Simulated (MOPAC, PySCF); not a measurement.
BBr₃, SMILES `BrB(Br)Br`, neutral singlet in the gas phase. 

Cartesian coordinates (Å):
SMILES: B(Br)(Br)Br
```xyz
4

Br     1.8645    -0.4081    -0.0013
B      0.0000     0.0000     0.0000
Br    -0.5788     1.8188     0.0003
Br    -1.2857    -1.4107     0.0010
```
Charge 0, spin multiplicity 1.

All levels are single points at this geometry (PBE-D3(BJ)/def2-TZVP); Pople sets use spherical d functions. Orbital energies aren't observables, and empty levels follow the basis.

B3LYP/LANL2DZ in PySCF gives dipole (D) = 0.00.

Problem. Estimate the dipole (D) from each of these levels: PBE-D3(BJ)/def2-TZVP in PySCF; B3LYP/3-21G in PySCF; B3LYP/6-311+G** (LANL2DZ on Br) in PySCF; B3LYP/6-31G* in PySCF; BP86/6-31G* in PySCF; M06-2X/6-31G* in PySCF; HF/3-21G in PySCF; HF/6-31G* in PySCF; HF/STO-3G in PySCF; AM1 in MOPAC; PM3 in MOPAC; PM7 in MOPAC.

Solution. 
| level | dipole (D) |
|---|---|
| PBE-D3(BJ)/def2-TZVP in PySCF | 0.00 |
| B3LYP/3-21G in PySCF | 0.00 |
| B3LYP/6-311+G** (LANL2DZ on Br) in PySCF | 0.00 |
| B3LYP/6-31G* in PySCF | 0.00 |
| BP86/6-31G* in PySCF | 0.00 |
| M06-2X/6-31G* in PySCF | 0.00 |
| HF/3-21G in PySCF | 0.00 |
| HF/6-31G* in PySCF | 0.00 |
| HF/STO-3G in PySCF | 0.00 |
| AM1 in MOPAC | 0.00 |
| PM3 in MOPAC | 0.00 |
| PM7 in MOPAC | 0.00 |
